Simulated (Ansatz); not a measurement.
`B[Se][SiH2][SiH3]` + silanol → `BO[SiH3]` + `[SiH3][SiH2][SeH]` at 400 K and 1 bar (ligand exchange at a B–Se bond).

Gas-phase electronic energies from Ansatz, PBE0-D4/def2-TZVP geometries. CCSD(T)/CBS is the MP2 limit (def2-TZVPP, def2-QZVPP) plus CCSD(T) − MP2 in def2-TZVPP, frozen cores. For Se outer-core shells are correlated without core-valence functions, which leaves a few kJ/mol of doubt a bond. Scalar relativity is left out up to krypton. Each species was taken in one conformer, which may not be the lowest.

| species | CCSD(T)/CBS energy (Eh) | H − E (kJ/mol) | S (J/(mol·K)) |
| --- | --- | --- | --- |
| `B[Se][SiH2][SiH3]` | -3007.88916 | 206.0 | 419.3 |
| `O[SiH3]` | -366.69042 | 120.0 | 276.4 |
| `BO[SiH3]` | -392.11480 | 157.5 | 316.6 |
| `[SiH3][SiH2][SeH]` | -2982.48284 | 163.1 | 382.4 |

H − E and S are ideal-gas, rigid-rotor, harmonic terms from PBE0-D4/def2-TZVP, for one conformer and one mirror image of each species. 1 Eh = 2625.50 kJ/mol, R = 8.31446 J/(mol·K).

By hand: ΔE, ΔH, ΔS and ΔG.

ΔE = (-392.11480) + (-2982.48284) − (-3007.88916) − (-366.69042) = -0.01806 Eh = -47.4 kJ/mol. Δ(H − E) = 157.5 + 163.1 − 206.0 − 120.0 = -5.4, so ΔH = -52.8 kJ/mol. ΔS = 316.6 + 382.4 − 419.3 − 276.4 = 3.3 J/(mol·K). ΔG = -52.8 − 400 × (3.3)/1000 = -54.1 kJ/mol.

By hand: the equilibrium constant, and the temperature at which ΔG would vanish if ΔH and ΔS stayed fixed.

log₁₀ K = −ΔG/(RT ln 10) = 7.1. ΔH and −TΔS have one sign here, so there is no such temperature. One of them is within its doubt of zero, so this could turn.

The number of gas molecules stays the same, so ΔS is small and ΔH decides. A doubt of 5 kJ/mol in ΔE shifts log₁₀ K by 0.7 here. Other conformers and mirror images would add mixing entropy, several J/(mol·K) or more a flexible species. Modes under 60 cm⁻¹, often nearly free rotors, make the harmonic entropy too high. These are equilibria of isolated gas molecules and say nothing of rates. Largest T1 diagnostic: 0.014 (customary marks: 0.02 for closed shells, 0.045 for open ones).
